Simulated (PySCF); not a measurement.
C₄H₇NS, SMILES CSC=C=CN.

Coordinates come from a r2SCAN-D4/def2-SVP optimisation. The structure was generated by enumeration; whether it is a known compound was not checked. One conformer was computed; it need not be the lowest.

Computed with ωB97X/def2-TZVP run with PySCF.

Isolated molecule, no solvent.

Computed frontier levels, gap, dipole moment and polarisability:
```yaml
highest_occupied_level: -8.12 eV
lowest_empty_level: 2.14 eV
orbital_gap: 10.27 eV
dipole_moment: 0.146 e·Å
quadrupole, principal values (traceless, Buckingham form, about the centre of nuclear charge): -13.05, -4.32, 17.36 D·Å
mean_static_polarisability: 85.0 bohr³ (12.59 Å³)
polarisability_principal_values: 54.8, 59.2, 140.9 bohr³
```
